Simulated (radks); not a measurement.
Initial-state core-level shifts of the hafnium ion Hf3+ when its valence configuration changes from [Xe] 4f14 5d1. Calculated with a radial shooting solver on a logarithmic mesh with Libxc functionals: Dirac Kohn-Sham, BLYP, spin-unpolarised, spherical densities, finite nucleus; open shells fill j = l - 1/2 first; Fermi nuclear charge, rms radius 5.347 fm. Shifts are changes of the shell-averaged eigenvalues in eV (positive: less bound); the change of the density at the nucleus, which sets a Mossbauer isomer shift, is in e/bohr^3, on a base of 1.209e+06.

valence	2s	3d	4d	5p	density at nucleus
4f13.5 5d1 6p0.5	-6.792	-7.255	-6.767	-3.822	+37.5
4f13 5d2	-9.243	-10.275	-9.213	-3.566	+61.3
4f13 5d1 6s1	-12.853	-13.815	-12.735	-6.680	+184.3
4f13 5d1 6p1	-13.921	-14.884	-13.808	-7.691	+77.9
4f12.5 5d1 6s1 6p0.5	-20.310	-21.807	-20.037	-10.607	+234.5
4f14 6s1	-3.422	-3.351	-3.355	-3.025	+116.3
4f12.5 5d1 6p1.5	-21.357	-22.857	-21.088	-11.593	+121.4
4f12 5d1 6s2	-27.015	-29.078	-26.510	-13.581	+404.0
4f13.5 5d1.5	-4.523	-5.019	-4.531	-1.789	+29.8
